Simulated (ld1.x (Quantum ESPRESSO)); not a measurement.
## What one change does to a pseudopotential (antimony (Sb), TM)

ld1.x (Quantum ESPRESSO) 7.5 input, shortened:

```
&input
   title='Sb', zed=51., rel=2, dft='REVPBE', iswitch=3,
   config='[Kr] 4d10 5s1.5 5p3.5', rel_dist='average'
 /
 &inputp
   pseudotype=2, tm=.true., lloc=-2, rcloc=1.85,
   nlcc=.true., new_core_ps=.true., rcore=0.65
 /
3
5S  1  0   1.50   0.00  2.05  2.05  0.0
5P  2  1   3.50   0.00  1.60  1.60  0.0
4D  3  2  10.00   0.00  1.40  1.40  0.0
 &test
   configts(1)='4d10 5s1.5 5p3.5'
 /
```

Open shells are filled in proportion to 2j + 1 (rel_dist='average').

Change: wave 5p (bound): rc 1.60 bohr becomes 5p (bound): rc 2.38 bohr.

Cutoffs: the cutoffs (Ry, on a coarse ladder) from which the occupation-weighted sum of valence levels, in a spherical-Bessel basis at the reference potential, stays within 10 and 1 mRy of its value at 400 Ry; they do not see the model core or the augmentation charge, which bear on the density cutoff. Errors are all-electron minus pseudo energies relative to the spin-unpolarised reference configuration.

**Question.** How do hardness, ghosts and transferability respond?

**Answer.** The potential gets neither clearly harder nor softer (100 Ry and 160 Ry → 100 Ry and 160 Ry); the d channel sets the loose cutoff, while the largest relative change is in p, which becomes softer; of the 7 tests that both files solve, the error grows in 1 and shrinks in 4 by more than 15 % and 0.3 meV (median size 1.0 → 0.6 meV); neither file shows a bound ghost.

```csv
quantity,base,changed
"cutoff, loose",100 Ry,100 Ry
"cutoff, tight",160 Ry,160 Ry
loose cutoff by channel (10 mRy a level),"s 12 Ry, p 45 Ry, d 80 Ry","s 12 Ry, p 8 Ry, d 80 Ry"
bound ghosts,none,none
"error for 4d10 5s2 5p3, meV [ΔE -4.01 eV]",-0.4,-0.4
"error for 4d10 5s2 5p2, meV [ΔE 4.27 eV]",+1.0,-0.6
"error for 4d10 5s2 5p1, meV [ΔE 20.18 eV]",+11,+3.8
"error for 4d9 5s2 5p4, meV [ΔE 27.09 eV]",-126,-293
"error for 4d10 5s1 5p0, meV [ΔE 88.59 eV]",+19,+5.7
"error for 4d10 5s1 5p4, meV [ΔE 4.06 eV]",-0.8,-0.5
"error for 4d10 5s2 5p3.3, meV [ΔE -5.16 eV]",+0.4,+0.4
```
